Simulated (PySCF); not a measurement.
System: C2H4BO, net charge 0, doublet state. It need not be the lowest isomer of its formula. SMILES: C(=C)[B]O
Structure (B3LYP-D3(BJ)/def2-TZVP (Ansatz) minimum search):
```
C
C 1 1.3350
H 2 1.0842 1 121.01
H 2 1.0844 3 116.56 1 180.00
H 1 1.0912 2 118.51 3 -180.00
B 1 1.5412 5 118.79 2 -180.00
O 6 1.3461 1 122.95 5 0.00
H 7 0.9623 6 114.86 1 -180.00
```
Charge 0, spin multiplicity 2.

Dispersion corrections to the total energy (kcal/mol) from the dftd3 and dftd4 libraries through PySCF: D3(BJ) without and D4 with the three-body term, each with the damping fitted for the functional named.

| functional | D3(BJ) | D4 |
|---|---|---|
| TPSSh | ___ | -3.32 |
| B2GP-PLYP | ___ | -1.12 |
| r2SCAN | -0.78 | -0.66 |
| BLYP | -6.18 | -6.15 |
| BHLYP | -3.89 | -3.07 |
| TPSS | -3.61 | -3.67 |
| HF | ___ | -10.68 |

### Question
Fill in the missing entries.

### Answer

- TPSSh, D3(BJ): -3.29
- B2GP-PLYP, D3(BJ): -1.75
- HF, D3(BJ): -26.33
